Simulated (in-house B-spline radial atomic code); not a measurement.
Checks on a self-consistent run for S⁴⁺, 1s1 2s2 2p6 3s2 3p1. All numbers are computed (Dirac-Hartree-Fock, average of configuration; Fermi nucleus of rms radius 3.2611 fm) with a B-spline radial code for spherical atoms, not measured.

```
orbital        q      ε (Eh)     <1/r>      <r²>  small-component weight
  1s1/2        1  -101.92421   15.8804  0.012408               0.0033246
  2s1/2        2   -12.55614   3.33156  0.239278              0.00058485
  2p1/2        2   -10.44551   3.20686  0.202624              0.00054538
  2p3/2        4   -10.38365   3.18468  0.204579              0.00054204
  3s1/2        2    -2.88280   0.99082   2.19244              0.00011041
  3p1/2  0.33333    -2.47009    0.9211   2.42883              9.9135e-05
  3p3/2  0.66667    -2.46322  0.917778   2.44181              9.8796e-05
```

Electron-electron repulsion V_ee = 105.5080 hartree.

Question: What total energy follows from the eigenvalues?

Answer: The eigenvalues count the repulsion twice, so E = Σqε - V_ee = -197.693 - 105.508 = -303.201 hartree; the run printed -303.201.

Question: Does the Dirac virial theorem hold?

Answer: For a point nucleus E = -2c²Σq·w, with w the small-component weight. Here Σq·w = 0.0080729 and c = 137.0360, so the ratio E/(-2c²Σq·w) is 1.000001.

Question: What diamagnetic shielding (Lamb formula) and susceptibility (Langevin formula) do the radii give?

Answer: σ = (α²/3)Σq<1/r> = 44.5965/(3·137.036²) = 791.61 ppm, and χ = -0.79199×10⁻⁶·Σq<r²> = -6.761×10⁻⁶ cm³/mol with Σq<r²> = 8.5369 bohr². Both are non-relativistic formulas without the paramagnetism of open shells.
